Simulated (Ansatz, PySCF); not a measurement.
The pair A = ethylamine (SMILES CCN) (first 10 atoms), B = HF (SMILES F); geometry from B3LYP-D3(BJ)/def2-TZVP.
(charge 0, multiplicity 1):
```tsv
atom	x (Å)	y (Å)	z (Å)
C	1.2488	0.4907	0.0162
C	-0.2581	0.3102	-0.0588
N	-0.6906	-0.7789	0.8387
H	1.5661	1.3184	-0.6192
H	1.5586	0.6969	1.0408
H	1.7683	-0.4086	-0.3250
H	-0.5677	0.1293	-1.0943
H	-0.7585	1.2201	0.2771
H	-1.6941	-0.9165	0.7888
H	-0.2540	-1.6555	0.5716
F	0.0175	-0.0377	3.2182
H	-0.2674	-0.3668	2.3466
```

Cores are frozen in the correlated methods. Rows in 6-31G* carry no dispersion term and start afresh at each structure (6-31G* with six Cartesian d functions). MP2/6-31G* freezes PySCF's default core.

Programs: Ansatz (Gaussian orbitals); PySCF for 6-31G* rows. Each number belongs to the level named beside it.

Total energies (hartree), monomers frozen at their geometry in the pair:

```json
[
 {"structure": "AB", "B3LYP/6-31G*": "-235.6166789", "MP2/6-31G*": "-234.8830564", "CCSD(T)/aug-cc-pVDZ": "-235.1085729"},
 {"structure": "A in the pair's basis", "B3LYP/6-31G*": "-135.1709983", "MP2/6-31G*": "-134.6775500", "CCSD(T)/aug-cc-pVDZ": "-134.8231050"},
 {"structure": "B in the pair's basis", "B3LYP/6-31G*": "-100.4223031", "MP2/6-31G*": "-100.1845252", "CCSD(T)/aug-cc-pVDZ": "-100.2628210"},
 {"structure": "A", "B3LYP/6-31G*": "-135.1695029", "MP2/6-31G*": "-134.6746758", "CCSD(T)/aug-cc-pVDZ": "-134.8213297"},
 {"structure": "B", "B3LYP/6-31G*": "-100.4186487", "MP2/6-31G*": "-100.1806107", "CCSD(T)/aug-cc-pVDZ": "-100.2612455"}
]
```

Task: Work out the interaction energy without and with the counterpoise correction, and the superposition error, for each level.

Result: 
E(AB) − E(A) − E(B), times 627.509 kcal/mol, with the monomers in their own basis and then in the pair's basis:
- B3LYP/6-31G*: -17.90 uncorrected, -14.67 corrected; the monomers gain 3.23 kcal/mol from borrowed functions
- MP2/6-31G*: -17.43 uncorrected, -13.17 corrected; the monomers gain 4.26 kcal/mol from borrowed functions
- CCSD(T)/aug-cc-pVDZ: -16.31 uncorrected, -14.21 corrected; the monomers gain 2.10 kcal/mol from borrowed functions

Ansatz is a program for electronic structure.
